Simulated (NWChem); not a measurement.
System: SeICl; SMILES Cl[Se]I

Here is an NWChem input.

```
start job
memory heap 200 mb stack 900 mb global 1100 mb
geometry units angstroms noautoz
  Se     0.748566    -0.994633     0.000000
  Cl    -1.077215    -2.185439     0.000000
  I     -0.127650     1.364597     0.000000
end
basis spherical
  Se library def2-svp
  Cl library def2-svp
  I library def2-svp
end
ecp
  I library def2-ecp
end
dft
  xc xperdew91 perdew91
  iterations 150
  mulliken
end
task dft energy
```

Structure relaxed at the PBE0/def2-SVP level. def2 effective core potentials on I; no spin-orbit coupling.

### Question
Give the results of this calculation. (PW91/def2-SVP with def2 effective core potentials on I.) Quantities: energy (Ha); highest occupied level (eV); orbital gap (eV); dipole (D).

### Answer
```json
{
 "energy (Ha)": "-3159.26",
 "highest occupied level (eV)": "-5.54",
 "orbital gap (eV)": "1.62",
 "dipole (D)": "0.86"
}
```
